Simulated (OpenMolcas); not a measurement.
Pt2+ (d8) on a cation site of an ionic host was computed by CASSCF with the d shell active (OpenMolcas, ANO-RCC-VTZP on the metal). Its lowest spin-free states, and all those of the highest spin:

| 2S+1 | Degeneracy | E (cm-1) |
| --- | --- | --- |
| 3 | 1 | 0.0 |
| 1 | 2 | 12469 |
| 1 | 1 | 23003 |
| 3 | 3 | 26036 |
| 3 | 3 | 34287 |
| 1 | 3 | 37866 |
| 1 | 3 | 41217 |
| 3 | 3 | 55276 |
| 1 | 2 | 65177 |
| 1 | 3 | 65304 |
| 1 | 1 | 83099 |

Is the site octahedral, tetrahedral or cube-like, axial, or of lower symmetry?

The states with 2S+1 = 3 have orbital degeneracies 1, 3, 3, 3. Threefold states need a cubic site. For d8 at this spin an octahedron puts the single A2 below the threefold T2 and a tetrahedron or cube puts the threefold T1 below the threefold T2, so the site is octahedral. The first gap at this spin, 26000 cm-1, is |10Dq| in ligand-field theory. The run had Pt2+ with its 6 nearest fluoride ions at 2.014 Å, on the Li site of LiF (a = 4.028 Å, distance in the model lattice 2.014 Å). The rest of the host is ab initio model potentials to 7.6 Å and point charges beyond; the distance is set by hand and nothing relaxes, and no local charge compensation is placed. Ligand basis ANO-RCC-VDZP.

Without dynamic correlation the repulsion within the d shell is too large (B by tens of per cent), so at a given field states of lower spin stand too high. Real 4d8 and 5d8 ions are as a rule square planar and diamagnetic. The least metal-like active orbital is 82 % on the metal (Löwdin) and no ligand orbital is active, so the numbers are rough. With metal d orbitals alone the field can be off either way by tens of per cent. Ligand-to-metal charge-transfer states are missing. With no ligand orbital active B as a rule stays too high, so bands that hang on it stand too high and its fall with covalency is understated. The distance lies 3 % under the 2.076 Å that this model takes as the normal distance (a Shannon-type radius plus a fixed donor radius, weighted with the host); by an R⁻⁵ law this alone changes a d-shell field by about +16 %. No measured value stands beside these numbers; the geometry was set by hand and not optimised.
